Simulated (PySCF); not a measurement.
Vertical excitations of a molecule C₂H₁₁NSi₂ from TDA-PBE/def2-SVPD (PySCF), as energy in eV (oscillator strength): 5.43 (0.008), 5.96 (0.015), 6.27 (0.057), 6.43 (0.002), 6.57 (0.004), 6.85 (0.040), 6.95 (0.026), 6.99 (0.008), 7.20 (0.001), 7.40 (0.014). Lowest triplet (TDA): 5.19 eV. The structure is a stationary point at B3LYP-D3(BJ)/def2-SVP. One conformer was computed; it need not be the lowest.

Task: Which structure fits?
A) C[C@@H]([SiH3])N[SiH3]
B) C[SiH](C)N[SiH3]
C) C[SiH2][SiH2]CN
D) CCN[SiH2][SiH3]

Result: B, C[SiH](C)N[SiH3]
